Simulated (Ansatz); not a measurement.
Geometry optimisation, RKS r2SCAN-D4/def2-SVP in Ansatz 0.2.0.

The input (input.yaml):

```yaml
crystal:
  periodic: [false, false, false]
  atoms:
    - { symbol: Al, position_ang: [0.3127, 0.3764, 0.8787] }
    - { symbol: F, position_ang: [1.3267, -1.2352, -0.0352] }
    - { symbol: C, position_ang: [-0.6938, 0.0897, -0.7315] }
    - { symbol: H, position_ang: [0.3704, -0.8049, -0.6556] }
    - { symbol: Cl, position_ang: [1.0777, 0.9942, 2.6439] }
    - { symbol: H, position_ang: [-1.7018, -0.2983, -0.6223] }
    - { symbol: H, position_ang: [-0.6918, 0.8782, -1.478] }
basis:
  gaussian: { orbitals: def2-SVP }
hamiltonian:
  xc: r2scan
  dispersion: d4
relax:
  f_tol: 0.15
  max_steps: 25
  restrain:
    - { distance: [3, 1], at: 2.18, k: 30.0 }
    - { distance: [0, 1], at: 1.78, k: 30.0 }
    - { distance: [3, 2], at: 1.07, k: 30.0 }
```

Launched with:

```bash
$ ansatz run input.yaml --threads 2 --pin off --max-ram 3072MiB --backend cpu --events-out ev --progress --plain --runs-dir out
```

Problem. Where does it end, and by what steps?

Solution. It converged. The restraints hold the end off the free minimum. After 7 steps the energy has fallen by 3.077 eV (the restraints' own energy left out); H4 moved furthest, 0.62 Å. Joined: C3–H4 (1.39 → 1.09 Å).

```tsv
step	energy less start (eV)	largest force component (eV/Å)	accepted
0	0.0000	2.510	yes
1	-1.2368	2.549	yes
2	-2.2036	2.485	yes
3	-2.9488	1.329	yes
4	-3.0752	1.232	yes
5	-3.0536	1.469	no
6	-3.0761	1.250	yes
7	-3.0773	1.224	yes
```

```xyz
7
Properties=species:S:1:pos:R:3
Al 0.555 0.087 0.793
F 1.587 -1.206 0.297
C -0.649 0.074 -0.688
H -0.062 -0.749 -1.099
Cl 0.903 1.101 2.584
H -1.688 -0.241 -0.513
H -0.646 0.934 -1.374
```

The run took 6.6 s on 2 threads of AMD EPYC 9R45 96-Core Processor (Zen 5) (shared host), peak memory 0.18 GiB.
